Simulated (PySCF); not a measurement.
The second ionisation energy along the 4p block

Calculated with PySCF 2.14 from differences of total energies of unrestricted determinants, without spin-orbit coupling. Values in eV. The last column holds reference values (NIST; (s) semi-empirical, (t) theoretical, else measured). Unmarked ones compare directly (S terms, centres of terms, or small fine structure); those marked * lie between the lowest fine-structure levels and include a spin-orbit shift.

| element | configurations | UHF | PBE | PBE0 | r2SCAN | MP2 (valence) | SCS-MP2 (valence) | reference |
| --- | --- | --- | --- | --- | --- | --- | --- | --- |
| Ga (aug-cc-pV5Z-PP with ECP10MDF, ECP) | [Ar] 3d10 4s2 → [Ar] 3d10 4s1 | 18.744 | 20.712 | 20.385 | 20.520 | 19.512 | 19.665 | 20.515 |
| Br (aug-cc-pV5Z-PP with ECP10MDF, ECP) | [Ar] 3d10 4s2 4p4 → [Ar] 3d10 4s2 4p3 | 20.231 | 21.310 | 21.333 | 21.414 | 21.103 | 21.208 | 21.409 |
| Kr (aug-cc-pV5Z-PP with ECP10MDF, ECP) | [Ar] 3d10 4s2 4p5 → [Ar] 3d10 4s2 4p4 | 23.231 | 24.251 | 24.302 | 24.398 | 24.257 | 24.285 | 24.360 * |

"Valence" correlates the outer s and p shells and, in groups 3 to 12 and the f block, the outer d or f shell, open or full, or the next shell where the ion has no valence electron left; the wider scheme adds the next inner shell.
